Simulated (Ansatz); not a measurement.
Isolated molecules relaxed with PBE0-D4/def2-TZVP in Ansatz; ΔE leaves out vibrations. CCSD(T)/CBS adds triple-zeta CCSD(T) − MP2 to the extrapolated MP2 energy (def2 sets, frozen cores). This one scheme is used for every species. Functionals use def2-TZVPP. For Se outer-core shells are correlated without core-valence functions, which leaves a few kJ/mol of doubt a bond. Scalar relativity is left out up to krypton. One conformer a species, not always the lowest.

Reaction (cleavage of the B–B bond): `BBB[SeH]` + `C=N` → `C=NB[SeH]` + `BB`

`BBB[SeH]`:

Cartesian coordinates in Å:
```
B 1.729 -0.429 0.614
B 0.652 -0.115 -0.560
B -0.859 0.493 -0.320
Se -2.370 -0.625 0.041
H 2.498 0.392 1.029
H 1.783 -1.518 1.117
H 0.990 -0.313 -1.701
H -1.045 1.674 -0.356
H -3.378 0.440 0.136
```

`C=N`:

Z-matrix (Å, degrees):
```
C
N 1 1.261
H 1 1.096 2 124.9
H 1 1.092 2 118.8 3 -180.0
H 2 1.021 1 111.0 3 -0.0
```

`C=NB[SeH]`:

```xyz
8

C    -1.347   -1.188   -0.166
N    -0.455   -0.328   -0.197
B     0.525    0.607   -0.225
Se    1.645    0.884    1.361
H    -2.365   -0.948    0.161
H    -1.156   -2.224   -0.464
H     0.705    1.256   -1.208
H     2.447    1.941    0.738
```

`BB`:

Z-matrix (Å, degrees):
```
B
B 1 1.628
H 1 1.201 2 122.2
H 1 1.201 2 122.0 3 -180.0
H 2 1.201 1 122.1 3 90.0
H 2 1.201 1 122.2 3 -90.1
```

```tsv
level	ΔE (kcal/mol)
r2SCAN0-D4	-18.4
PBE	-17.9
r2SCAN	-18.4
MP2/def2-SVP	-21.7
CCSD/def2-SVP	-19.7
CCSD(T)/def2-SVP	-19.7
SCS-MP2/def2-TZVPP	-18.6
CCSD(T)/def2-TZVPP	-16.6
```

Task: What does CCSD(T)/CBS give? (Estimate.)

Result: Ansatz gave: -16.8 kcal/mol. The listed levels differ from it by -1.6, -1.1, -1.6, -4.9, -2.9, -2.9, -1.8, 0.2 kcal/mol.

Largest T1 diagnostic among the species: 0.014.

At CCSD(T), def2-SVP lies −2.9 kcal/mol from the extrapolated value and def2-TZVPP +0.2 kcal/mol. Leaving LDA and LC-ωPBE aside and taking each functional with its dispersion term where it has one, the values, not all of them listed here, spread over 3.7 kcal/mol, from CAM-B3LYP-D4 to B97M-V. LDA lies −2.7 kcal/mol from PBE without D4.
